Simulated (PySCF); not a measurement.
Mg(SH)(SeH) (H2MgSSe), SMILES [SH][Mg][SeH]. Coordinates come from a PBE0-D3(BJ)/def2-TZVP optimisation. One conformer was computed; it need not be the lowest.

These are PBE0-D3(BJ)/def2-TZVP (PySCF) values and carry that method's errors.

Harmonic wavenumbers (cm⁻¹): 89, 89, 97, 232, 479, 513, 546, 2425, 2698. Rotational constants (GHz): 128.9, 0.9360, 0.9353; symmetry number 1.

**Question.** Work out the zero-point energy and the ideal-gas rigid-rotor harmonic-oscillator thermochemistry at 298.15 K and 1 atm.

**Answer.** ZPE = ½ Σ hcν = ½ × 7168 cm⁻¹ = 10.25 kcal/mol. H − E(el) = 14.76 kcal/mol. Entropy in cal/(mol K): translation 40.66, rotation 25.46, vibration 14.63, total 80.75. G − E(el) = -9.32 kcal/mol. Cp = 19.28 cal/(mol K). Modes under 150 cm⁻¹ make the vibrational entropy uncertain.
